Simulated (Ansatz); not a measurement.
CH5NO2Si from Hartree–Fock to CCSD(T)

```xyz
10

N     0.341   -0.487    1.126
C    -0.524   -1.139    0.380
O    -0.889   -0.786   -0.753
Si   -0.258    0.757   -1.783
O     0.287    1.679   -0.415
H     0.573   -0.827    2.042
H     0.631    0.445    0.796
H    -0.937   -2.065    0.796
H     1.059   -0.011   -1.927
H    -0.282    2.435   -0.262
```

The species carries charge 0 and has multiplicity 1. The bonds changed during the relaxation, so this is another structure than the one it started from. All single points use the PBE0-D4/def2-TZVP geometry. It is one conformer, not always the lowest. Frozen core, restricted reference, Ansatz 0.2.0. CBS rows extrapolate triple and quadruple zeta; past MP2 they add the triple-zeta difference.

```csv
basis,HF (Eh),MP2 corr.,CCSD corr.,(T),CCSD(T) total
def2-TZVPP,-534.02387,-0.96162,-0.98888,-0.04096,-535.05371
def2-QZVPP,-534.04427,-1.03473,–,–,–
CBS(def2),-534.04708,-1.08889,-1.11615,as TZ,-535.20419
```
